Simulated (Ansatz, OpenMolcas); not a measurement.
AsH2 (SMILES [AsH2]): methods side by side

The species is AsH2 (3 atoms), meant as a doublet with charge 0. SMILES: `[AsH2]`. The shape is that of a PBE0-D4/def2-TZVP optimisation.

| atom | x (Å) | y (Å) | z (Å) |
| --- | --- | --- | --- |
| As | -0.5733 | 0.3274 | -0.2748 |
| H | 0.6804 | 0.7957 | 0.4591 |
| H | -0.1071 | -1.1232 | -0.1843 |

Quantity: the electronic atomisation energy, in eV. The values are calculated. Electronic energies at fixed atoms, without zero-point motion or spin-orbit coupling.

```csv
level,kind,program,value (eV),less CCSD(T)/cc-pVTZ,CPU time (all runs)
U-revPBE/cc-pVTZ,GGA,OpenMolcas,5.94,-0.05,40 s
UTPSS/cc-pVTZ,meta-GGA,OpenMolcas,6.36,+0.37,46 s
UB3LYP/cc-pVTZ,global hybrid,Ansatz,6.26,+0.27,4.4 s
U-wB97M-V/cc-pVTZ,range-separated hybrid,Ansatz,6.12,+0.13,20 s
UB2PLYP/cc-pVTZ,double hybrid,Ansatz,6.10,+0.11,4.5 s
RPA@PBE0/cc-pVTZ,RPA,Ansatz,5.93,-0.06,4.7 s
UMP2/cc-pVTZ,perturbation theory,Ansatz,5.67,-0.32,1.5 s
ROCCSD(T)/cc-pVTZ,coupled cluster or CI,OpenMolcas,5.99,0.00,37 s
UBCCD(T)/cc-pVTZ,coupled cluster or CI,Ansatz,5.99,0.00,9.2 s
```

Differences are taken from ROCCSD(T)/cc-pVTZ for orientation; it has basis-set and higher-order errors of its own. All-electron rows without a relativistic Hamiltonian named are non-relativistic. The values span 5.67 to 6.36 eV. In the correlated wave-function rows the outer d shell of As is correlated, in sets not made for it. CPU times are rough (shared hosts, several kinds of processor): they show what a rung costs within a factor of a few.
